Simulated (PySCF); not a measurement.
**Calculated NMR data**

[PySCF 2.14: geometry: GFN2-xTB; shielding tensors at PBE0/pcSseg-1 (GIAO); isolated molecule; a single conformation; equivalent nuclei averaged; non-relativistic]

Shifts are taken against calculated references (same method and geometry level): ¹H (σ = 31.72 ppm), ¹³C (σ = 186.93 ppm) vs TMS. Where no couplings were computed, multiplicities follow the n + 1 count of equivalent neighbours, and m marks all less simple cases (inequivalent or close neighbours, rings, F or P nearby). Shifts are as computed. Against solution values, carbons near 30 ppm lie about +3 ppm off and those near 130 ppm about +5 ppm. Of 1211 compounds with measured shifts, 218 miss one by over three times the rms of a fit or turn the order of signals round; such compounds aren't used in these exercises.

Compound 1 (C$_{7}$H$_{8}$N$_{2}$O). ¹H NMR (600 MHz, computed): δ 8.33 (d, 1H), 7.58 (d, 1H), 3.10 (s, 3H), 3.04 (s, 3H). ¹³C{¹H} NMR (computed): δ 205.1 (C), 165.5 (C), 158.1 (C), 130.5 (CH), 129.9 (CH), 30.1 (CH3), 25.5 (CH3). Structure: `CC(=O)c1ccc(C)nn1`.

Compound 2 (C$_{7}$H$_{8}$N$_{2}$O). ¹H NMR (600 MHz, computed): δ 9.52 (s, 1H), 8.22 (s, 1H), 3.13 (s, 3H), 2.54 (s, 3H). ¹³C{¹H} NMR (computed): δ 205.6, 158.4, 158.0, 142.1, 130.0, 30.3, 20.6. Structure: SMILES CC1=CC(C(C)=O)=NN=C1.
